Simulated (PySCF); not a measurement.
Removal energies of Tm⁵¹⁺ from EOM-IP-GCCSD

Reference: closed-shell Tm⁵¹⁺, [Ar]; one electron is removed. Calculated with PySCF 2.14, two-component X2C-1e with screened spin-orbit coupling, an uncontracted even-tempered set (18 s from 4.7 bohr⁻², ratio 2.6; 14 p from 6.2 bohr⁻², ratio 2.6; 5 d from 6.3 bohr⁻², ratio 2.8; 3 f from 100 bohr⁻², ratio 2.8); frozen [Ne]; the 62 highest virtual spinors dropped; of the others 50 kept and the rest restored at second order. No Breit or QED terms. Binding energies in eV.

| level | Koopmans | second order | EOM-CCSD |
| --- | --- | --- | --- |
| 3s1/2 | 5260.8 | 5272.5 | 5244.0 |
| 3p1/2 | 5068.1 | 5067.9 | 5067.9 |
| 3p3/2 | 4814.6 | 4815.5 | 4815.9 |

In EOM-CCSD the overlap with the one-orbital guess is low for 3s1/2 (weight 0.78). That can mean mixing with two-hole, one-particle states, where second order and EOM-CCSD lose accuracy, or only a rotation among the degenerate components of the shell; the terms of those configurations are not listed.

For comparison, the ionisation energy of Tm⁵¹⁺ is 4812 ± 4 eV (theoretical estimate listed by NIST; NIST Atomic Spectra Database, ionization energies).
